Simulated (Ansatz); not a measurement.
Reactions of C$_{3}$H$_{8}$SSi, SMILES `C[SiH2]C(C)=S`.

Gas-phase electronic energies from Ansatz, PBE0-D4/def2-TZVP geometries. CCSD(T)/CBS is the MP2 limit (def2-TZVPP, def2-QZVPP) plus CCSD(T) − MP2 in def2-TZVPP, frozen cores. This one scheme is used for every species. For Br outer-core shells are correlated without core-valence functions, which leaves a few kJ/mol of doubt a bond. Scalar relativity is left out up to krypton. One conformer a species, not always the lowest.

Task: Order these by ΔE at CCSD(T)/CBS, lowest first. (Best estimate.)
A. `C[SiH2]C(C)=S` + `O[SiH2]O` → `C[SiH2][SiH](O)O` + `CC=S`
B. `C[SiH2]C(C)=S` + `CB(S)Br` → `CCB(S)Br` + `CC([SiH3])=S`
C. `C[SiH2]C(C)=S` + `[NH2][AlH2]` → `CC(=S)[NH][AlH2]` + `C[SiH3]`
D. `C[SiH2]C(C)=S` + `N[PH][AlH2]` → `C[SiH2]N[PH][AlH2]` + `CC=S`

Result: D (-0.59 eV), C (-0.09 eV), A (+0.19 eV), B (+0.59 eV).

Largest T1 diagnostic: 0.017, for `CC(=S)[NH][AlH2]`.
